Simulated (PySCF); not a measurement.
An unknown is described by computed data only.

Formula: C5H11NO.

| Property | Result |
| --- | --- |
| 13C NMR | chemical shifts (computed TMS as zero) by class: 171.2 (1 C), 42.6 (1 C), 25.7 (2 C), 24.2 (1 C) ppm [GIAO B97-2/pcSseg-2] |
| 1H NMR | chemical shifts (computed TMS as zero) by class: 4.66 (1 H), 4.44 (1 H), 1.81 (3 H), 1.01 (6 H) ppm [GIAO B97-2/pcSseg-2] |
| Dipole | 3.71 D [B97-2/pcSseg-2] |
| NMR, other nuclei | isotropic shieldings of nuclei other than C and H, by class: 113 (1 N), -73 (1 O) ppm [GIAO B97-2/pcSseg-2] |
| Rotational structure | rotational constants A, B, C: 4.688, 1.497, 1.437 GHz [PBE0-D3(BJ)/def2-TZVP] |

Gas-phase values; electronic properties from PySCF, density fitting. Levels stand in brackets. Geometry: PBE0-D3(BJ)/def2-TZVP, one conformer, isolated molecule. NMR values are class means; diastereotopic atoms form classes of their own.

Q: Propose a structure and show how it fits.

A: Numbering: `[CH3:1][C:2](=[O:3])[NH:4][CH:5]([CH3:6])[CH3:7]`. Its formula, C5H11NO, gives 1 degree of unsaturation: 0 rings and 1 π bond in the structure found. 5 carbons fall into 4 classes; from least to most shielded: amide carbonyl carbon [C2] (171.2 ppm), sp3 carbon bound to nitrogen [C5] (42.6 ppm), methyl carbon [C6/C7] (25.7 ppm, 2 C), methyl carbon next to a carbonyl [C1] (24.2 ppm). Hydrogen classes from least to most shielded: 1 H on an sp3 carbon bound to nitrogen, C5 (4.66 ppm), 1 H on an amide nitrogen, N4 (4.44 ppm), 3 H on a methyl carbon next to a carbonyl, C1 (1.81 ppm), 6 H on 2 methyl carbons, C6/C7 (1.01 ppm, a mean of values up to 0.6 ppm apart in this geometry). The other shieldings belong to: 113 ppm, amide nitrogen [N4]; -73 ppm, amide oxygen [O3]. The optimised geometry has point group C1 and is an asymmetric top. Structure: `CC(=O)NC(C)C`. Computed isomers that give other values at the same levels: `CCC(=O)N(C)C` (13C chemical shifts (computed TMS as zero) by class: 176.2 (1 C), 37.6 (1 C), 34.5 (1 C), 30.6 (1 C), 11.6 (1 C) ppm). The assignments are read from this structure; whether some other isomer fits the data as well wasn't checked.

The values belong to the conformer `[CH3:1][C:2](=[O:3])[NH:4][CH:5]([CH3:6])[CH3:7]`: C1–C2–N4–C5 180°, C2–N4–C5–C6 107°.
